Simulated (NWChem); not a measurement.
CHAlClNO2; SMILES [Cl][Al]([N]=C=O)[OH]

```xyz
7

Al    -0.4077     0.6252    -0.0001
Cl     1.2079     1.9345     0.0010
N     -0.1213    -1.1157     0.0004
C      0.1395    -2.2886     0.0001
O      0.3834    -3.4295    -0.0001
O     -1.9562     1.2866    -0.0014
H     -2.7882     0.8118    -0.0020
```
Atoms are numbered in this order, from 1.

All runs use the structure optimised with PBE0/def2-SVP.

Give the principal values of the shielding tensors (ppm) of Al1, Cl2, N3, C4, O5 from B3LYP/6-311G** (spherical d), GIAO (NWChem), with their diamagnetic and paramagnetic parts as GIAO splits them.


| atom | σ11 | σ22 | σ33 | isotropic | diamagnetic | paramagnetic |
|---|---|---|---|---|---|---|
| Al1 | 400.8 | 458.6 | 516.6 | 458.7 | 798.0 | -339.3 |
| Cl2 | 930.8 | 940.4 | 1106.5 | 992.5 | 1148.5 | -156.0 |
| N3 | 158.4 | 164.2 | 343.5 | 222.0 | 327.2 | -105.2 |
| C4 | -53.6 | -51.2 | 282.7 | 59.3 | 258.9 | -199.6 |
| O5 | 88.6 | 104.9 | 395.7 | 196.4 | 398.9 | -202.5 |
